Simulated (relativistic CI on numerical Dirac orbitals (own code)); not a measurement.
Magnetism of Hg3+, 5d9, in a crystal field

Calculated by Dirac-Coulomb-Breit CI, orbitals from a KLI potential per configuration, model QED (radiative potential, 1s self-energy scaled to tabulated hydrogen-like ionisation energies), valence Slater integrals scaled by 0.7, one configuration in a parametric crystal field (own radial code).

Field parameters in Wybourne normalisation: D3d B²₀ = −7Dσ, B⁴₀ = −14Dq − 21Dτ, B⁴₃ = −14√(10/7) Dq. The field is a parameter set, without covalency.

S is read from ⟨S²⟩ = S(S + 1).

Powder χT (cm³ K mol⁻¹) by Van Vleck's formula, with temperature-independent terms:

| Field | 2 K | 5 K | 10 K | 20 K | 50 K | 100 K | 200 K | 300 K |
| --- | --- | --- | --- | --- | --- | --- | --- | --- |
| D3d, 10Dq = 36900, Dσ = -1200, Dτ = 80 cm⁻¹ | 0.247 | 0.25 | 0.255 | 0.264 | 0.291 | 0.337 | 0.424 | 0.493 |
| D3d, 10Dq = 36900, Dσ = -980, Dτ = 80 cm⁻¹ | 0.243 | 0.246 | 0.251 | 0.262 | 0.294 | 0.347 | 0.445 | 0.513 |
| D3d, 10Dq = 36900, Dσ = -760, Dτ = 80 cm⁻¹ | 0.238 | 0.242 | 0.249 | 0.262 | 0.3 | 0.364 | 0.472 | 0.538 |
| D3d, 10Dq = 36900, Dσ = -550, Dτ = 80 cm⁻¹ | 0.234 | 0.239 | 0.247 | 0.264 | 0.313 | 0.392 | 0.507 | 0.563 |
| D3d, 10Dq = 36900, Dσ = -330, Dτ = 80 cm⁻¹ | 0.231 | 0.238 | 0.249 | 0.272 | 0.341 | 0.443 | 0.55 | 0.589 |
| D3d, 10Dq = 36900, Dσ = -110, Dτ = 80 cm⁻¹ | 0.229 | 0.241 | 0.261 | 0.302 | 0.415 | 0.527 | 0.593 | 0.611 |
| D3d, 10Dq = 36900, Dσ = 110, Dτ = 80 cm⁻¹ | 0.253 | 0.308 | 0.396 | 0.509 | 0.593 | 0.611 | 0.618 | 0.622 |
| D3d, 10Dq = 36900, Dσ = 330, Dτ = 80 cm⁻¹ | 0.236 | 0.257 | 0.291 | 0.358 | 0.503 | 0.58 | 0.611 | 0.619 |

For D3d, 10Dq = 36900, Dσ = -330, Dτ = 80 cm⁻¹: what effective moment follows at 300 K?

μ_eff = √(8χT) = 2.17 μB. The ground level has S = 0.50; the spin-only moment for S = 1/2 is 1.73 μB. The difference comes from the orbital moment, spin-orbit mixing of terms and temperature-independent paramagnetism, all larger in this ionic model than in covalent complexes.
